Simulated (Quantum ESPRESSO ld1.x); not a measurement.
Li+, configuration [He].

Calculated with ld1.x of Quantum ESPRESSO 7.5: scalar-relativistic Kohn-Sham, LDA (Slater exchange, Perdew-Zunger correlation), spin-polarised, spherical densities, point nucleus.

Energy parts (Ry):
part                    energy
total                 -14.2847
kinetic                14.1158
electron-nucleus      -31.8295
Hartree                 6.4877
exchange-correlation   -3.0588

Orbitals (lengths in bohr, moments of r in powers of bohr; r(90%) holds 90 % of the orbital's charge):
[
 {"orbital": "1s", "occ.": "2", "eigenvalue (Ry)": "-4.37965", "<r^2>": "0.4683", "r(90%)": "1.06", "<1/r>": "2.652"}
]

The highest occupied level is 1s at -59.588 eV. For comparison, the ionisation energy in NIST's Atomic Spectra Database is 75.640 eV (theoretical). In exact Kohn-Sham theory the highest level is minus the ionisation energy, but local and semilocal functionals leave it too shallow, through self-interaction and a potential that decays too fast; potentials with the right tail come closer.
